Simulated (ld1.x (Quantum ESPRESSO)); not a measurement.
## O: excitation energies, all-electron against TM

ld1.x (Quantum ESPRESSO) 7.5 input, shortened:

```
&input
   title='O', zed=8., rel=0, dft='PBE', iswitch=3,
   config='[He] 2s2 2p4 3d-2'
 /
 &inputp
   pseudotype=2, tm=.true., lloc=-1, rcloc=0.60,
   nlcc=.true., new_core_ps=.true.
 /
3
2S  1  0   2.00   0.00  0.75  0.75  0.0
2P  2  1   4.00   0.00  1.85  1.85  0.0
3D  3  2  -2.00  -0.15  1.40  1.40  0.0
 &test
   configts(1)='2s2 2p4'
 /
```

Energies are relative to the spin-unpolarised reference configuration 2s2 2p4; without spin polarisation the order of configurations can differ from experiment.

Question: Give the all-electron excitation energy and the error of the potential for: 2s2 2p3; 2s2 2p2; 2s2 2p1; 2s1 2p4; 2s0 2p6; 2s1 2p5; 2s2 2p0.

Answer:

| valence configuration | charge | ΔE all-electron (eV) | error AE − PS (meV) |
| --- | --- | --- | --- |
| 2s2 2p3 | +1 | 16.439 | +46 |
| 2s2 2p2 | +2 | 50.033 | +422 |
| 2s2 2p1 | +3 | 103.905 | +1724 |
| 2s1 2p4 | +1 | 31.609 | -108 |
| 2s0 2p6 | 0 | 29.828 | -10 |
| 2s1 2p5 | 0 | 14.896 | -3.0 |
| 2s2 2p0 | +4 | 180.807 | +4849 |

Levels in the configuration 2s2 2p2:

```csv
level,all-electron (eV),pseudo (eV)
2s,-58.285,-58.124
2p,-43.247,-42.532
```
